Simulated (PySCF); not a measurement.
SMILES c1cc([SiH3])ccc1C(=O)C (C₈H₁₀OSi), GFN2-xTB optimised geometry.

```
20

C     -2.63    -2.69     0.10
C     -1.12    -2.70     0.00
O     -0.51    -3.74    -0.06
C     -0.43    -1.39     0.00
C     -1.10    -0.17     0.00
C     -0.38     1.01    -0.01
C      1.01     1.02     0.00
Si     2.00     2.64     0.02
C      1.67    -0.21     0.00
C      0.97    -1.39     0.00
H     -3.05    -2.19    -0.77
H     -3.00    -3.71     0.14
H     -2.94    -2.16     1.00
H     -2.17    -0.13    -0.01
H     -0.91     1.95    -0.01
H      1.09     3.74    -0.28
H      3.05     2.56    -0.99
H      2.59     2.81     1.35
H      2.75    -0.23     0.00
H      1.48    -2.34     0.00
```

Density from PBE/def2-SVP (PySCF 2.14.0) at that geometry.

Minimum of the electron density along straight lines between bonded atoms, close to the bond critical point (lines longer than 1.1 times the sum of covalent radii, or with two minima, are not listed):

```tsv
bond	length / Å	ρ at the minimum / e bohr⁻³	∇²ρ there / e bohr⁻⁵	position (fraction from the first atom)
C1–C2	1.510	0.253	(withheld)	0.49
C2–O3	1.211	0.406	0.39	0.33
C2–C4	1.485	0.265	(withheld)	0.50
C4–C5	1.394	0.304	-0.74	0.50
C5–C6	1.382	0.311	-0.77	0.50
C6–C7	1.392	0.303	-0.73	0.50
C7–Si8	1.889	0.112	0.32	0.62
C7–C9	1.393	0.303	-0.73	0.50
C4–C10	1.396	0.304	-0.74	0.50
C9–C10	1.379	0.313	-0.78	0.50
C1–H11	1.088	0.271	-0.97	0.63
C1–H12	1.087	0.276	-1.02	0.64
C1–H13	1.088	0.272	-0.98	0.63
C5–H14	1.079	0.282	-1.06	0.63
C6–H15	1.081	0.282	-1.05	0.63
Si8–H16	1.463	0.116	0.32	0.49
Si8–H17	1.464	0.116	0.32	0.49
Si8–H18	1.465	0.116	0.32	0.49
C9–H19	1.081	0.282	-1.05	0.63
C10–H20	1.080	0.283	-1.09	0.64
```

Problem. Complete the blanks.

Solution. 
- C1–C2, ∇²ρ there / e bohr⁻⁵: -0.57
- C2–C4, ∇²ρ there / e bohr⁻⁵: -0.61
